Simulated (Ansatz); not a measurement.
Molecule: C₇H₁₅, net charge 0, doublet state. It need not be the lowest isomer of its formula. SMILES: [CH2]C(C)(CC)CC
Coordinates optimised at B3LYP-D3(BJ)/def2-TZVP (Ansatz, a quantum-chemistry and plane-wave program):
```
C
C 1 1.4946
H 2 1.0821 1 121.06
H 2 1.0829 3 117.85 1 170.13
C 1 1.5466 2 108.74 3 -26.40
H 5 1.0926 1 108.46 2 -54.66
H 5 1.0944 6 105.85 1 -115.18
C 5 1.5262 6 109.15 7 -117.35
H 8 1.0909 5 112.02 6 177.34
H 8 1.0912 9 107.71 5 -123.42
H 8 1.0915 9 107.37 10 -115.35
C 1 1.5471 2 109.86 3 -149.48
H 12 1.0931 1 108.90 2 -171.84
H 12 1.0944 13 105.86 1 -115.38
C 12 1.5256 13 109.62 14 -117.70
H 15 1.0912 12 111.80 13 -58.13
H 15 1.0915 16 107.46 12 -121.68
H 15 1.0917 16 107.61 17 -116.00
C 1 1.5477 2 108.23 3 93.00
H 19 1.0912 1 110.50 2 57.67
H 19 1.0913 20 108.04 1 121.48
H 19 1.0921 20 107.80 21 116.92
```
Charge 0, spin multiplicity 2.

Quantity: atomisation energy (electronic, to ground-state atoms), in eV. Correlated levels leave the core frozen unless marked. UHF or UKS for open shells. Spin-orbit coupling is left out. Non-relativistic. The coupled-cluster limit lacks core correlation, which all-electron functionals hold. CBS marks a two-point X^-3 extrapolation of the correlation energy; Hartree-Fock from the larger set. [CCSD(T)-MP2]/basis is that difference in the basis named.

```json
[
 {"level": "PBE-D3(BJ)/def2-TZVPD", "program": "Ansatz + dftd3", "atomisation energy (eV)": "91.57"},
 {"level": "PBE0-D4/def2-TZVP", "program": "Ansatz + dftd4", "atomisation energy (eV)": "?"},
 {"level": "PBE0/def2-TZVPD", "program": "Ansatz", "atomisation energy (eV)": "90.26"},
 {"level": "BHLYP-D4/def2-TZVPD", "program": "Ansatz + dftd4", "atomisation energy (eV)": "88.27"},
 {"level": "r2SCANh/def2-TZVPD", "program": "Ansatz", "atomisation energy (eV)": "89.87"},
 {"level": "r2SCAN0/def2-TZVPD", "program": "Ansatz", "atomisation energy (eV)": "89.48"},
 {"level": "B2GP-PLYP-D4/def2-TZVPD", "program": "Ansatz + dftd4", "atomisation energy (eV)": "88.94"},
 {"level": "B2GP-PLYP/def2-TZVPD", "program": "Ansatz", "atomisation energy (eV)": "88.72"},
 {"level": "SCS-MP2/6-31G", "program": "Ansatz", "atomisation energy (eV)": "78.96"},
 {"level": "CCSD/6-31G", "program": "Ansatz", "atomisation energy (eV)": "?"},
 {"level": "CCSD/6-31G*", "program": "Ansatz", "atomisation energy (eV)": "?"},
 {"level": "RI-MP2/CBS(cc-pVTZ,cc-pVQZ)+[CCSD(T)-MP2]/cc-pVTZ", "program": "Ansatz", "atomisation energy (eV)": "90.04"}
]
```

Q: What belongs in the gaps?

A: 
- PBE0-D4/def2-TZVP, atomisation energy (eV): 90.69
- CCSD/6-31G, atomisation energy (eV): 78.69
- CCSD/6-31G*, atomisation energy (eV): 82.13
